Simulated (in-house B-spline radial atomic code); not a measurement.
**RPA and G0W0 on wB97X: In⁸⁺**

Configuration [Kr] 4d5, highest spin, mean-field start wB97X. Computed with an all-electron radial atomic-structure program (B-spline basis): all electrons, scalar-relativistic (spin-free one-electron X2C), finite nucleus, each spin shell either full or empty, empty states to l = 9 with an (l + 1/2)⁻⁴ tail; G0W0 by contour deformation at full frequency.

Command:
```bash
python run_gw.py task.json out
```
Settings (radii: box in bohr, nucleus in fm):
```
Z                        49
electrons                41
configuration            [Kr] 4d5
hamiltonian              x2c
method                   wb97x
lmax                     9
rms_radius               4.6156
spin_polarised           True
box_radius               7.7
intervals                66
```

Time taken, with all properties: 7.9 s on 1 thread of Arm Neoverse N1, with other jobs on the host.

Energies (hartree):

```json
{"term": "mean-field total", "value": "-5862.30595"}
{"term": "Hartree-Fock functional on these orbitals", "value": "-5859.81611"}
{"term": "direct second order", "value": "-3.4556"}
{"term": "second-order exchange", "value": "0.99318"}
{"term": "SOSEX correction", "value": "0.94173"}
```

(1) What is the RPA correlation energy, and what remains with SOSEX?

Quasi-particle levels (eV):

```csv
level,occupied,mean field,Σx - vxc,Σc,QP weight,G0W0
4d up,yes,-152.05,-5.98,?,?,?
4p down,yes,-211.69,-5.56,-0.74,0.968,-217.98
4s down,yes,-256.52,-12.26,6.71,0.864,-262.07
4d down,no,-135.43,8.30,-3.77,0.974,-130.90
```

G0W0 = mean field + (Σx - vxc) + Σc, with Σc (partial-wave tail included) taken at the quasi-particle energy. Only the outer levels were computed. Levels of low weight are left out.

(2) Where does G0W0 put 4d up?

## Answers

(1) RPA gives -3.1371 hartree (-2.08 eV per electron); RPA + SOSEX gives -2.1954, and the second-order doubles -2.4624 hartree (no singles). SOSEX takes back 30 % of the RPA value.

(2) At -158.27 eV, with Σc = -0.25 eV and a quasi-particle weight of 0.974. The tabulated removal energy is 156 ± 2.2 eV (NIST, tabulated theory); the calculation leaves out spin-orbit coupling, Breit and QED terms, and what these don't explain is the method's own error.
